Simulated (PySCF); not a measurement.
HNP, SMILES [NH+]#P, charge +1. Heavy atoms are numbered as in [NH+:1]#[P:2]. Hydrogens are named by the atom that carries them.

Geometry optimised at ωB97X-D3(BJ)/def2-TZVPD. The isomer is the one that the SMILES or the coordinates give; other isomers of the formula were not compared.

Level of theory: PySCF with B3LYP/pcSseg-2.

GIAO shieldings, no solvent; atoms alike by connectivity are averaged. δ = σ(ref) − σ: ¹⁵N against NH3 (σ = 260.3 ppm); ³¹P against PH3 (σ = 558.3 ppm); ¹H against TMS (σ = 31.68 ppm), references at their B3LYP-D3(BJ)/def2-TZVP geometries, non-relativistic.

Q: Estimate the chemical shifts. (Estimate from the structure and the level; the computed values follow.)

A: 
```
nucleus    atoms  count  δ (ppm)
-------  -------  -----  -------
¹⁵N      N1 (NH)      1    263.6
³¹P           P2      1    270.7
¹H       H on N1      1     5.07
```
